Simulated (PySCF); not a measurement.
ClHg (SMILES [Cl][Hg+]), charge +1, singlet, at a GFN2-xTB geometry (such geometries of metal compounds can be far from the true shape) (core potentials on Hg). Base run: PBE0/def2-SVP run with PySCF.

Input for PySCF:
```python
from pyscf import gto, scf, dft

mol = gto.M(
    atom='''
Hg   -0.00000000   -0.00000000   -0.38734488
Cl    0.00000000    0.00000000    1.82279944
''',
    basis='def2-svp',
    ecp={'Hg': 'def2-svp'},
    charge=1,
    verbose=3,
)

mf = dft.RKS(mol)
mf.xc = 'pbe0'
mf.kernel()
```

Variants of this job, named by their change:

```
change                             ΔE vs base (mEh)                outcome
---------------------------------  ----------------  ---------------------
base                                          0.000              converged
auxbasis = even-tempered beta=1.6             0.010              converged
auxbasis = cc-pvtz-ri                             -  stopped with an error
auxbasis = cc-pvdz-jkfit                          -  stopped with an error
auxbasis = even-tempered beta=2.0            -0.469              converged
auxbasis = cc-pvtz-jkfit                          -  stopped with an error
auxbasis = def2-svp-ri                            -  stopped with an error
auxbasis = autoaux                           -0.001              converged
auxbasis = even-tempered beta=3.0           -39.303              converged
auxbasis = def2-tzvp-ri                           -  stopped with an error
```

A fitting set is made for a task (jfit for Coulomb, jkfit for Coulomb and exchange, ri for correlation) and for a family of orbital bases.

- auxbasis = cc-pvtz-ri: ended with `pyscf.lib.exceptions.BasisNotFoundError: Basis set not found for Hg in cc-pvtz-ri`
- auxbasis = cc-pvdz-jkfit: ended with `pyscf.lib.exceptions.BasisNotFoundError: Basis set not found for Hg in cc-pvdz-jkfit`
- auxbasis = cc-pvtz-jkfit: ended with `pyscf.lib.exceptions.BasisNotFoundError: Basis set not found for Hg in cc-pvtz-jkfit`
